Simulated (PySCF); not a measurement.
**Question.** What does the GFN2-xTB structure of `CC(=O)NCC(F)F` look like in three dimensions?

**Answer.** 
Z-matrix in Å and degrees, rows numbered from 1:
```
C 
C   1  1.5105
O   2  1.2089  1  124.40
N   2  1.3635  1  113.52  3  -179.02
C   4  1.4386  2  121.56  1  -175.56
C   5  1.5309  4  111.29  2    95.95
F   6  1.3598  5  110.01  4    61.53
F   6  1.3504  5  110.66  4   178.71
H   1  1.0882  2  109.70  3  -112.45
H   1  1.0858  2  109.21  3     6.95
H   1  1.0870  2  110.58  3   127.58
H   4  1.0078  2  119.77  1    -8.57
H   5  1.0934  4  110.44  2  -143.14
H   5  1.0933  4  107.89  2   -22.83
H   6  1.0998  5  113.26  4   -59.12
```

N4 (amide nitrogen) is almost planar (angles 121.6°, 119.8° and 117.4°, sum 358.8°, 0.08 Å off the plane of its three neighbours). The 2 C–N bonds span 1.364 Å (C2–N4, drawn single) to 1.439 Å (N4–C5, drawn single), a spread of 0.075 Å. Of the pairs four or more bonds apart, O3···H14 is among the closest relative to their van der Waals radii: 2.36 Å, 87 % of the sum of Bondi's values. The 2 C–C bonds span 1.510 Å (C1–C2, drawn single) to 1.531 Å (C5–C6, drawn single), a spread of 0.021 Å.

The geometry is computed with GFN2-xTB (gas phase).

Point group: C1 (no symmetry element, even within 0.4 Å). Whether it is a minimum is left open (no frequencies). The numbers are those of one conformer (C1–C2–N4–C5 -176°, C2–N4–C5–C6 96°, N4–C5–C6–F7 62°).
